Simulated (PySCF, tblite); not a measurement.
Isomers of [C7H13NP]+ (charge +1). Level: GFN2-xTB in tblite, geometry and Hessian alike; calculated harmonic values, unscaled, isolated species. The method is semi-empirical: single wavenumbers can be off by several per cent or more. Modes of hydrogen on phosphorus can be 10 to 20 % off. One conformer each.

Electronic energies: PBE0/pcSseg-1 single points on the GFN2-xTB geometries (PySCF, gas phase).

```
             SMILES  electronic energy, lowest = 0 (kcal/mol)
  CC[P+]1(CC#N)CCC1                                      19.8
C=C[P@@H+](CC#N)CCC                                      33.3
 CC[P+]1(NC)C=CC=C1                                      12.0
 CN[P+]1(C)C=CCC=C1                                       0.0
C=CC[P@@H+](C)CCC#N                                      25.6
CC[P@H+](CC#N)C1CC1                                      32.1
```

**Question.** How do GFN2-xTB zero-point energies change the relative energies?

**Answer.** 
| SMILES | ZPE (kcal/mol) | of it from modes above 1550 cm⁻¹ | electronic (kcal/mol) | with ZPE, lowest = 0 (kcal/mol) | lowest mode (cm⁻¹) | rings |
| --- | --- | --- | --- | --- | --- | --- |
| CN[P+]1(C)C=CCC=C1 | 114.3 | 61.2 | 0.0 | 0.0 | 44 | 1 |
| CC[P+]1(NC)C=CC=C1 | 114.6 | 59.3 | 12.0 | 12.3 | 58 | 1 |
| CC[P+]1(CC#N)CCC1 | 114.4 | 59.1 | 19.8 | 19.9 | 32 | 1 |
| C=CC[P@@H+](C)CCC#N | 111.8 | 60.8 | 25.6 | 23.0 | 35 | 0 |
| CC[P@H+](CC#N)C1CC1 | 113.2 | 58.7 | 32.1 | 30.9 | 42 | 1 |
| C=C[P@@H+](CC#N)CCC | 112.3 | 60.7 | 33.3 | 31.2 | 31 | 0 |

The zero-point energies span 2.8 kcal/mol, from `C=CC[P@@H+](C)CCC#N` to `CC[P+]1(NC)C=CC=C1`. The order is unchanged.

**Question.** And how do the electronic energies of GFN2-xTB itself compare?

**Answer.** `CN[P+]1(C)C=CCC=C1` 0.0; `CC[P+]1(NC)C=CC=C1` 7.8; `CC[P+]1(CC#N)CCC1` 25.8; `C=CC[P@@H+](C)CCC#N` 36.3; `CC[P@H+](CC#N)C1CC1` 34.4; `C=C[P@@H+](CC#N)CCC` 42.5 kcal/mol, lowest = 0. Against the energies above, taken from the same isomer `CN[P+]1(C)C=CCC=C1`, the largest difference is 10.7 kcal/mol.

**Question.** What do entropy and thermal enthalpy add at 298.15 K and 1 bar (rigid rotor, harmonic oscillator, one conformer each)?

**Answer.** 
```tsv
SMILES	point group	symmetry number	S (cal/(mol K))	H − H(0) (kcal/mol)	ZPE + H − H(0) − TS (kcal/mol)
CN[P+]1(C)C=CCC=C1	C1	1	103.0	7.60	91.2
CC[P+]1(NC)C=CC=C1	C1	1	103.7	7.70	91.4
CC[P+]1(CC#N)CCC1	C1	1	106.4	7.75	90.5
C=CC[P@@H+](C)CCC#N	C1	1	110.4	8.25	87.1
CC[P@H+](CC#N)C1CC1	C1	1	107.6	7.90	89.0
C=C[P@@H+](CC#N)CCC	C1	1	111.9	8.32	87.2
```
